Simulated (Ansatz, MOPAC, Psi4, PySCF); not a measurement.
Donor–acceptor adduct: BH3 (SMILES B) (first 4 atoms) with AsH3 (SMILES [AsH3]); geometry from B3LYP-D3(BJ)/def2-TZVP, rigid monomers moved along the line of their centres of mass till B1···As5 is 3.76 Å.
(charge 0, multiplicity 1):
```csv
atom,x (Å),y (Å),z (Å)
B,-0.0052,-0.0598,0.6296
H,-0.8662,0.7776,0.5787
H,-0.3529,-1.1824,0.3770
H,1.0665,0.2658,0.1928
As,0.6790,-0.2625,4.3248
H,-0.4430,-0.6524,5.2566
H,1.1517,0.9737,5.0513
H,1.7274,-1.2277,4.8234
```

```tsv
level	interaction energy (kcal/mol)	minus CCSD(T)/CBS(aug-cc-pVDZ, aug-cc-pVTZ)	cost
AM1	-0.51	2.67	-
PBE/def2-TZVPPD	-3.59	-0.42	×1
PBE-D4/def2-TZVPPD	-4.21	-1.03	×1
BP86/6-31G* (no counterpoise)	-3.03	0.14	-
r2SCAN-D4/def2-TZVPPD	-3.67	-0.49	×2
B3LYP/6-31G*	-2.80	0.37	-
PBE0/def2-TZVPPD	-3.20	-0.02	×2
PBE0-D3(BJ)/def2-TZVPPD	-3.78	-0.60	×2
wB97X-V/def2-TZVPPD	-3.38	-0.21	×4
MP2/CBS(aug-cc-pVDZ, aug-cc-pVTZ)	-3.26	-0.09	-
SCS-MP2/aug-cc-pVDZ	-2.87	0.31	-
CCSD(T)/aug-cc-pVTZ	-3.13	0.05	×100*
CCSD(T)/CBS(aug-cc-pVDZ, aug-cc-pVTZ)	-3.17	0.00	×100*
SAPT0/aug-cc-pVDZ	-3.33	-0.16	-
```

 The comparison column counts from a level with limits of its own.

The rows run from -4.21 (PBE-D4/def2-TZVPPD) to -0.51 kcal/mol (AM1). The dispersion term adds -0.62 in PBE-D4, -0.58 in PBE0-D3(BJ). The 3 functionals in def2-TZVPPD without D3 or D4 span 0.40, from PBE to PBE0.

Monomers are frozen at their geometry in the pair; levels with a basis set take the counterpoise correction. Rows marked so take none.

Cores are frozen in the correlated methods. Filled d and f shells under p-block atoms count as core. CBS(a, b) extrapolates the correlation energy as X⁻³ and adds the Hartree–Fock energy of set b. Rows in 6-31G* carry no dispersion term and start afresh at each structure (6-31G* with six Cartesian d functions); the Pople sets are all-electron and without relativity. The state that AM1 reach isn't checked.

Codes used: Ansatz (Gaussian basis) for Hartree–Fock, density functionals and correlated methods; MOPAC for AM1 (differences of heats of formation); Psi4 for SAPT; PySCF for 6-31G* rows, the dispersion terms. Each number belongs to the level named beside it.

Costs are rough ratios of core time to PBE/def2-TZVPPD (about 5 s over the structures, on one shared machine); a dash marks a level with no comparable run of its own. A star marks coupled-cluster runs past 200 virtual orbitals, where the program's memory plan changes under this machine's limit, so their costs aren't comparable with smaller runs.

Ansatz is a quantum-chemistry and plane-wave program.
